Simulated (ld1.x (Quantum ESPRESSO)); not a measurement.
**u(r) = r·R(r): atom against pseudo-atom (Cu)**

Columns: radius, all-electron u(r) and pseudo u(r) of the 3d shell (level -29.98 eV) of copper in the configuration [Ne] 3s2 3p6 3d9 4s0 4p0; LDA (PZ), scalar-relativistic, RRKJ scheme, ld1.x (Quantum ESPRESSO) 7.5.

| r (bohr) | all-electron | pseudo |
| --- | --- | --- |
| 0.078 | 0.0623 | 0.0047 |
| 0.155 | 0.2641 | 0.0357 |
| 0.232 | 0.5086 | 0.1118 |
| 0.310 | 0.7238 | 0.2421 |
| 0.388 | 0.8782 | 0.4187 |
| 0.465 | 0.9702 | 0.6189 |
| 0.542 | 1.0125 | 0.8181 |
| 0.620 | 1.0181 | 0.9905 |
| 0.698 | 0.9981 | 1.1103 |
| 0.775 | 0.9625 | 1.1650 |
| 0.852 | 0.9177 | 1.1566 |
| 0.930 | 0.8673 | 1.0956 |
| 1.008 | 0.8150 | 1.0004 |
| 1.085 | 0.7633 | 0.8931 |
| 1.162 | 0.7126 | 0.7898 |
| 1.240 | 0.6631 | 0.7002 |
| 1.318 | 0.6158 | 0.6291 |
| 1.395 | 0.5715 | 0.5745 |
| 1.472 | 0.5298 | 0.5300 |
| 1.550 | 0.4900 | 0.4900 |
| 1.628 | 0.4527 | 0.4527 |
| 1.705 | 0.4183 | 0.4183 |
| 1.782 | 0.3861 | 0.3861 |
| 1.860 | 0.3558 | 0.3558 |
| 1.938 | 0.3276 | 0.3276 |
| 2.015 | 0.3017 | 0.3017 |

(1) How many radial nodes do the two functions have?

(2) At about which radius was the pseudo-wave matched?

(3) Where does each function peak?

(4) Is the pseudo-wave norm-conserving?

Answers

(1) The all-electron 3d function has n − l − 1 = 0; the pseudo-wave has 0.

(2) 1.55 bohr. The columns agree to 0.0005 from 1.47 bohr on; several derivatives are matched, so the curves merge somewhat inside the radius.

(3) Outermost all-electron maximum near 0.62 bohr, pseudo maximum near 0.78 bohr (to the table’s step).

(4) Yes: the RRKJ scheme keeps the norm inside the radius equal to the all-electron one, which fixes the energy derivative of the logarithmic derivative at the level.
